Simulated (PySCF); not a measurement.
**`[SiH2]1[Si@H](O)[SiH2][C@@H](Br)C1`, C2H9BrOSi3**

Molfile (atoms numbered from 1):
```
C2H9BrOSi3
     RDKit          3D

 16 16  0  0  0  0  0  0  0  0999 V2000
    2.7640   -0.5320   -0.6796 O   0  0  0  0  0  0  0  0  0  0  0  0
    1.5327   -0.5186    0.3965 Si  0  0  1  0  0  4  0  0  0  0  0  0
    0.6171    1.6159    0.3137 Si  0  0  0  0  0  4  0  0  0  0  0  0
   -1.1176    1.1461   -0.3830 C   0  0  0  0  0  0  0  0  0  0  0  0
   -1.6010   -0.2253    0.0566 C   0  0  2  0  0  0  0  0  0  0  0  0
   -1.8316   -0.2283    2.0281 Br  0  0  0  0  0  0  0  0  0  0  0  0
   -0.3654   -1.6611   -0.3147 Si  0  0  0  0  0  4  0  0  0  0  0  0
    3.3053   -1.2972   -0.8484 H   0  0  0  0  0  0  0  0  0  0  0  0
    2.0532   -1.0269    1.6766 H   0  0  0  0  0  0  0  0  0  0  0  0
    1.1679    2.6237   -0.6010 H   0  0  0  0  0  0  0  0  0  0  0  0
    0.4330    2.2810    1.6087 H   0  0  0  0  0  0  0  0  0  0  0  0
   -1.8519    1.9063   -0.1054 H   0  0  0  0  0  0  0  0  0  0  0  0
   -1.0849    1.1373   -1.4769 H   0  0  0  0  0  0  0  0  0  0  0  0
   -2.6051   -0.4247   -0.3214 H   0  0  0  0  0  0  0  0  0  0  0  0
   -0.5298   -1.9534   -1.7502 H   0  0  0  0  0  0  0  0  0  0  0  0
   -0.8934   -2.8337    0.3892 H   0  0  0  0  0  0  0  0  0  0  0  0
  1  2  1  0
  2  3  1  0
  3  4  1  0
  4  5  1  0
  5  6  1  0
  5  7  1  0
  7  2  1  0
  1  8  1  0
  2  9  1  1
  3 10  1  0
  3 11  1  0
  4 12  1  0
  4 13  1  0
  5 14  1  6
  7 15  1  0
  7 16  1  0
M  END
```

The calculation used PySCF 2.14.0, TDDFT B3LYP/def2-SVPD circular dichroism and optical rotation, one conformer, gas phase. Geometry: GFN2-xTB.

The molecule is flexible and this is one conformer; a measurement averages over conformers. The calculation is non-relativistic, which matters for the atoms heavier than Zn.

Q: What are the CIP labels of the stereocentres?

A: Si2 S, C5 S.

Q: Which excitations and rotatory strengths does the calculation give?

A: Rotatory strengths R in 10⁻⁴⁰ esu² cm², velocity form and length form (origin at the centre of mass); f in length form.
```
state  E (eV)  λ (nm)      f  R (velocity)  R (length)                                  main
    1    4.92     252  0.016         +37.8       +34.6                        HOMO→LUMO 0.94
    2    5.26     236  0.008          +4.5        +6.3    HOMO→LUMO+1 0.76, HOMO−1→LUMO 0.14
    3    5.52     225  0.027         -57.2       -54.4    HOMO−1→LUMO 0.82, HOMO→LUMO+1 0.14
    4    5.66     219  0.007          -5.1        -3.8  HOMO−2→LUMO 0.85, HOMO−2→LUMO+1 0.11
    5    5.79     214  0.016          -3.5        -4.3  HOMO−1→LUMO+1 0.57, HOMO→LUMO+2 0.23
    6    5.88     211  0.017         +35.9       +33.2  HOMO−2→LUMO+1 0.69, HOMO−2→LUMO 0.12
    7    5.96     208  0.012         -22.4       -21.9                      HOMO−3→LUMO 0.84
    8    5.99     207  0.013          -4.8        -4.6  HOMO→LUMO+2 0.60, HOMO−1→LUMO+1 0.25
    9    6.42     193  0.049         -12.9       -12.4                    HOMO−1→LUMO+2 0.82
   10    6.47     191  0.003          -6.0        -5.0  HOMO−3→LUMO+1 0.58, HOMO→LUMO+3 0.29
   11    6.52     190  0.012          -7.5        -6.5  HOMO−2→LUMO+2 0.67, HOMO→LUMO+3 0.22
   12    6.55     189  0.025         +40.6       +37.0  HOMO→LUMO+3 0.41, HOMO−3→LUMO+1 0.26
```

Among the states computed, the strongest CD band (largest |R|) is state 3. The largest dissymmetry factor in size, g = 4R/(D+G), with D and G the electric and magnetic dipole strengths, is -0.022 for state 10 (velocity form, f = 0.003), among bands with |R| over 0.5. The mirror image has the same energies and oscillator strengths and all R with the opposite sign.
